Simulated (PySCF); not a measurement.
C4H6F4.
SMILES with atom numbers: `[F:1][CH2:2][CH2:3][CH2:4][C:5]([F:6])([F:7])[F:8]` (hydrogens: H9, H10 on C2; H11, H12 on C3; H13, H14 on C4)

Torsions of this conformer, `[F:1][CH2:2][CH2:3][CH2:4][C:5]([F:6])([F:7])[F:8]`: F1–C2–C3–C4 -64°, C2–C3–C4–C5 -81°, C3–C4–C5–F6 -57°.

The closed-shell ground state was solved at several levels (PySCF, density fitting, gas phase, non-relativistic). The structure is a single GFN2-xTB conformer in the gas phase; no vibrational or solvent corrections.

| level | basis functions | HOMO (eV) | LUMO (eV) | gap (eV) | dipole (D) |
| --- | --- | --- | --- | --- | --- |
| PBE0/pcSseg-1 | 166 | -9.59 | 1.38 | 10.97 | 1.98 |
| B3LYP/pcJ-1 | 276 | -9.34 | 1.07 | 10.41 | 1.98 |

Task: Estimate the row for CAM-B3LYP/def2-SVPD, a basis of 220 functions; the other rows only guide the guess.

Result: HOMO -11.24 eV, LUMO 1.21 eV, gap 12.45 eV, dipole 2.12 D.

Task: Over all these levels, which gives the widest orbital gap and which the narrowest?

Result: CAM-B3LYP/def2-SVPD (range-separated hybrid) has the widest, 12.45 eV, and B3LYP/pcJ-1 (global hybrid, 20 % exact exchange) the narrowest, 10.41 eV. Functional and basis both differ between the two, so the spread mixes both effects.

Task: How far do the dipole and the HOMO energy spread over the levels?

Result: The dipole runs from 1.98 to 2.12 D (mean 2.02 D) and the HOMO from -11.24 to -9.34 eV.
